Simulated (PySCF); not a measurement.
# Two-component Hartree-Fock for Zr²⁺ (zirconium, charge +2)

Start: [Kr] 4d2; 4d3/2 filled at m_j = +1/2, +3/2. Calculated with PySCF 2.14 in x2c-QZVPPall-2c: generalised Hartree-Fock with the X2C-1e Hamiltonian and a Gaussian nucleus; one run each with spin-orbit coupling (SO) switched off, then screened by Boettger's factors.

| spinor shell | electrons | ε, spin-free (eV) | ε, screened SO (eV) | weight of nominal j (screened SO) | rms radius, screened SO (bohr) |
| --- | --- | --- | --- | --- | --- |
| 1s1/2 | 2 | -18112.7 | -18111.9 | 1.000 | 0.0426 |
| 2s1/2 | 2 | -2594.1 | -2593.8 | 1.000 | 0.176 |
| 2p1/2 | 2 | -2308.6 | -2367.9 | 1.000 | 0.154 |
| 2p3/2 | 4 | -2308.6 | -2280.6 | 1.000 | 0.158 |
| 3s1/2 | 2 | -468.41 | -468.31 | 1.000 | 0.487 |
| 3p1/2 | 2 | -372.70 | -382.53 | 1.000 | 0.489 |
| 3p3/2 | 4 | -372.70 | -367.97 | 1.000 | 0.499 |
| 3d3/2 | 4 | -215.54 | -217.21 | 0.993 | 0.493 |
| 3d5/2 | 6 | -215.54 | -214.29 | 0.995 | 0.497 |
| 4s1/2 | 2 | -82.330 | -82.285 | 1.000 | 1.30 |
| 4p1/2 | 2 | -54.973 | -57.883 | 0.770 | 1.46 |
| 4p3/2 | 4 | -54.973 | -53.498 | 0.885 | 1.47 |
| 4d3/2 | 2 | -22.864 | -22.893 | 0.787 | 2.16 |

```csv
quantity,spin-free,screened SO
E (hartree),-3595.40257,-3595.75361
M_J,2,2
⟨J²⟩,8.011,7.367
⟨L²⟩,12.009,11.943
⟨S²⟩,2.002,1.982
```

The determinant has a definite M_J but mixes levels of different J.

Each row is a mean over spinors that exchange with the open shell spreads, by up to 2.814 eV (4p1/2).

Rows whose weight is well below 1 are mixtures of j = l ± 1/2: exchange outweighs spin-orbit coupling there, and the label is only the starting occupation.

Breit and QED terms are absent; they matter most for the inner s and p1/2 levels.

Densities and radii are taken from the X2C orbitals without a picture-change correction, which distorts them close to the nucleus.

Without spin-orbit coupling the j labels of p, d and f shells carry no meaning; the spin-free column gives the mean over the occupied spinors of each nl shell, and its ⟨J²⟩ belongs to a mixture of degenerate components.
